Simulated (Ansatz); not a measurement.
A nudged elastic band was laid between two geometries of AlCl2H2N + H2 (8 atoms, charge 0, multiplicity 1).

These are results of Ansatz, RKS PBE-D4/6-31G*, not measurements.

```json
{
  "movable images": "5",
  "climbing image": "yes",
  "spring": "5.0 eV/Å²",
  "optimiser": "quadratic models (default)",
  "start path": "through a guess of the saddle point",
  "force threshold": "0.05 eV/Å",
  "iteration limit": "60",
  "end points": "relaxed"
}
```

Initial state:

```xyz
8
Properties=species:S:1:pos:R:3
Al -0.011 -0.187 0.354
N 0.052 -0.489 2.098
H -0.749 -0.769 2.660
H 0.905 -0.453 2.654
Cl 1.751 0.285 -0.700
Cl -1.828 -0.403 -0.690
H -0.573 2.609 0.349
H -0.513 2.406 1.072
```

Final state:

```xyz
8
Properties=species:S:1:pos:R:3
Al -0.174 0.636 -0.031
N -0.102 0.290 1.997
H -0.803 -0.416 2.258
H 0.825 -0.076 2.257
Cl 1.805 -0.043 -0.539
Cl -1.768 -0.722 -0.532
H -0.471 2.195 -0.168
H -0.278 1.136 2.554
```

Problem. What changes between the two ends?

Solution. Bonds broken: H7–H8. Bonds formed: Al1–H7, N2–H8. AlCl2H2N + H2 becomes AlCl2H4N.

Problem. Give the energies along the band, and the barrier.

Solution. The forces met the threshold. The highest image is number 3 of 0 to 6, 0.61 eV above the first end and 1.53 eV above the last; the last end lies 0.92 eV below the first. A vibrational analysis at the climbing image gives one clearly imaginary mode, 1089i cm⁻¹: a first-order saddle point. The orbitals stay closed-shell, which can raise the energy where a bond breaks towards radicals; this wasn't checked here.

```
image  path coordinate (Å)  energy (eV)  H7–H8 (Å)  Al1–H7 (Å)  N2–H8 (Å)
    0                 0.00         0.00       0.75        2.85       3.12
    1                 0.57         0.02       0.76        2.57       2.58
    2                 1.13         0.21       0.78        2.17       2.04
    3                 1.70         0.61       1.00        1.81       1.47
    4                 2.27        -0.33       1.65        1.64       1.07
    5                 2.83        -0.80       2.31        1.60       1.03
    6                 3.40        -0.92       2.93        1.59       1.03
```

Problem. What is the geometry of the highest image?

Solution. 
```xyz
8
Properties=species:S:1:pos:R:3
Al -0.099 0.269 0.142
N -0.077 0.044 2.015
H -0.849 -0.410 2.512
H 0.805 -0.113 2.513
Cl 1.785 0.214 -0.813
Cl -1.856 -0.388 -0.830
H -0.375 1.967 0.713
H -0.300 1.415 1.543
```

Problem. What are the harmonic wavenumbers there?

Solution. 1089i, 128, 136, 234, 267, 412, 499, 561, 624, 719, 739, 935, 1396, 1530, 1763, 1778, 3441, 3549 cm⁻¹.

The band took 8 iterations and of the order of 2.1 core-minutes.

Time of the run: 2.2 min on 1 thread of Arm Neoverse V1 (shared host), peak memory 0.12 GiB.
